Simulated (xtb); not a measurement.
C4H6O4Zn (SMILES CC1[O][Zn]2([O]C(C)=[O]->2)<-[O]=1), singlet, geometry from GFN2-xTB (such geometries of metal compounds can be far from the true shape); GFN1-xTB (xtb 6.7.1).

The xtb input:
```
$ xtb mol.xyz --gfn 1 --etemp 10000 --json

# file mol.xyz
15

Zn    -0.00213218    -0.00048230    -0.00043732
C      0.08934617     2.30448338    -2.97259434
C      0.06009732     1.38124227    -1.78941451
O     -0.46857821     0.24796281    -1.88649319
O      0.55172751     1.74434914    -0.69403404
H      0.96313590     2.94601111    -2.91637612
H      0.08149978     1.72611245    -3.89097181
H     -0.80395332     2.92537882    -2.93898522
C     -0.08766604    -2.30410334     2.97293894
C     -0.05001408    -1.37896146     1.79148265
O     -0.99391024    -0.57877535     1.58652740
O      0.91903789    -1.41166436     0.99569749
H      0.92365326    -2.51922243     3.30336872
H     -0.67811424    -1.86106568     3.76860234
H     -0.55905197    -3.23368843     2.65942406
```

Output, abridged:

```
   ID    Z sym.   atoms
    1   30 Zn     1
    2    6 C      2, 3, 9, 10
    3    8 O      4, 5, 11, 12
    4    1 H      6-8, 13-15

           -------------------------------------------------
          |                Calculation Setup                |
           -------------------------------------------------

           -------------------------------------------------
          |                 G F N 1 - x T B                 |
           -------------------------------------------------

          ...................................................
          :                      SETUP                      :
          :.................................................:
          :  # basis functions                  48          :
          :  # atomic orbitals                  48          :
          :  # shells                           30          :
          :  # electrons                        48          :
          :  # halogen bonds                     0          :
          :  max. iterations                   250          :
          :  Hamiltonian                  GFN1-xTB          :
          :  restarted?                      false          :
          :  GBSA solvation                  false          :
          :  PC potential                    false          :
          :  electronic temp.        10000.0000000     K    :
          :  accuracy                    1.0000000          :
          :  -> integral cutoff          0.2500000E+02      :
          :  -> integral neglect         0.1000000E-07      :
          :  -> SCF convergence          0.1000000E-05 Eh   :
          :  -> wf. convergence          0.2000000E-04 e    :
          :  Broyden damping             0.4000000          :
          :  net charge                          0          :
          :  unpaired electrons                  0          :
          ...................................................

 iter      E             dE          RMSdq      gap      omega  full diag
   1    -31.3485160 -0.313485E+02  0.839E+00    5.41       0.0  T
   2    -31.6157530 -0.267237E+00  0.482E+00    5.71       1.0  T
   3    -31.6201730 -0.442000E-02  0.226E+00    5.78       1.0  T
   4    -31.6278011 -0.762807E-02  0.172E-01    5.92       1.0  T
   5    -31.6282290 -0.427912E-03  0.664E-02    5.86       1.0  T
   6    -31.6282976 -0.686363E-04  0.147E-02    5.88       1.8  T
   7    -31.6283011 -0.345072E-05  0.961E-04    5.88      26.9  T
   8    -31.6283011  0.223700E-08  0.122E-03    5.88      21.1  T
   9    -31.6283011 -0.212639E-07  0.360E-04    5.88      71.8  T
  10    -31.6283011 -0.197748E-08  0.339E-05    5.88     762.5  T
  11    -31.6283011 -0.126370E-10  0.147E-05    5.88    1756.6  T

   *** convergence criteria satisfied after 11 iterations ***

         :::::::::::::::::::::::::::::::::::::::::::::::::::::
         ::                     SUMMARY                     ::
         :::::::::::::::::::::::::::::::::::::::::::::::::::::
         :: total energy             -31.384264463035 Eh    ::
         :: gradient norm              0.025647330408 Eh/a0 ::
         :: HOMO-LUMO gap              5.881313618350 eV    ::
         ::.................................................::
         :: SCC energy               -31.628301083097 Eh    ::
         :: -> electrostatic           0.201120708453 Eh    ::
         :: repulsion energy           0.248965850689 Eh    ::
         :: dispersion energy         -0.004929230627 Eh    ::
         :: halogen bond corr.         0.000000000000 Eh    ::
         :: add. restraining           0.000000000000 Eh    ::
         :: total charge               0.000000000000 e     ::
         :::::::::::::::::::::::::::::::::::::::::::::::::::::

           -------------------------------------------------
          |                Property Printout                |
           -------------------------------------------------

    * Orbital Energies and Occupations

[...]
        24        1.9452           -0.4627606             -12.5924 (HOMO)
        25        0.0743           -0.2466263              -6.7110 (LUMO)
        26        0.0652           -0.2423251              -6.5940
        27        0.0652           -0.2423155              -6.5937
        28        0.0028           -0.1420528              -3.8655
        29        0.0027           -0.1406471              -3.8272
        30        0.0004           -0.0813086              -2.2125
        31        0.0004           -0.0812721              -2.2115
        32        0.0004           -0.0762745              -2.0755
        33        0.0004           -0.0762669              -2.0753
        34        0.0001           -0.0455927              -1.2406
        35        0.0001           -0.0455589              -1.2397
       ...           ...                  ...                  ...
        48                          0.7100006              19.3201
      -------------------------------------------------------------
                  HL-Gap            0.2161343 Eh            5.8813 eV
             Fermi-level           -0.3497032 Eh           -9.5159 eV

  Mulliken/CM5 charges         n(s)   n(p)   n(d)
     1Zn    0.80674  1.08849   0.671  0.523  0.000
     2C    -0.11064 -0.25183   1.017  3.094  0.000
     3C     0.58305  0.61681   0.973  2.443  0.000
     4O    -0.52979 -0.62959   1.701  4.829  0.000
     5O    -0.52970 -0.62964   1.701  4.829  0.000
     6H     0.05955  0.11533   0.940  0.000  0.000
     7H     0.05923  0.11509   0.941  0.000  0.000
     8H     0.06493  0.11958   0.935  0.000  0.000
     9C    -0.11064 -0.25183   1.017  3.094  0.000
    10C     0.58305  0.61681   0.973  2.443  0.000
    11O    -0.52979 -0.62959   1.701  4.829  0.000
    12O    -0.52970 -0.62964   1.701  4.829  0.000
    13H     0.05955  0.11533   0.940  0.000  0.000
    14H     0.05923  0.11509   0.941  0.000  0.000
    15H     0.06493  0.11958   0.935  0.000  0.000

Wiberg/Mayer (AO) data.
largest (>0.10) Wiberg bond orders for each atom

 ---------------------------------------------------------------------------
     #   Z sym  total        # sym  WBO       # sym  WBO       # sym  WBO
 ---------------------------------------------------------------------------
     1  30 Zn   1.733 --    12 O    0.399     5 O    0.399    11 O    0.398
                             4 O    0.398
     2   6 C    3.952 --     7 H    0.976     6 H    0.975     3 C    0.961
                             8 H    0.958
     3   6 C    3.765 --     4 O    1.383     5 O    1.383     2 C    0.961
     4   8 O    2.015 --     3 C    1.383     1 Zn   0.398     5 O    0.157
     5   8 O    2.015 --     3 C    1.383     1 Zn   0.399     4 O    0.157
     6   1 H    0.998 --     2 C    0.975
     7   1 H    0.998 --     2 C    0.976
     8   1 H    0.993 --     2 C    0.958
     9   6 C    3.952 --    14 H    0.976    13 H    0.975    10 C    0.961
                            15 H    0.958
    10   6 C    3.765 --    11 O    1.383    12 O    1.383     9 C    0.961
    11   8 O    2.015 --    10 C    1.383     1 Zn   0.398    12 O    0.157
    12   8 O    2.015 --    10 C    1.383     1 Zn   0.399    11 O    0.157
    13   1 H    0.998 --     9 C    0.975
    14   1 H    0.998 --     9 C    0.976
    15   1 H    0.993 --     9 C    0.958
 ---------------------------------------------------------------------------

Topologies differ in total number of bonds
Writing topology from bond orders to xtbtopo.mol

 dipole moment from electron density (au)
     X       Y       Z
  -0.0429  -0.0097  -0.0088  total (Debye):    0.114

           -------------------------------------------------
          | TOTAL ENERGY              -31.384264463035 Eh   |
          | GRADIENT NORM               0.025647330408 Eh/α |
          | HOMO-LUMO GAP               5.881313618350 eV   |
           -------------------------------------------------

normal termination of xtb
```
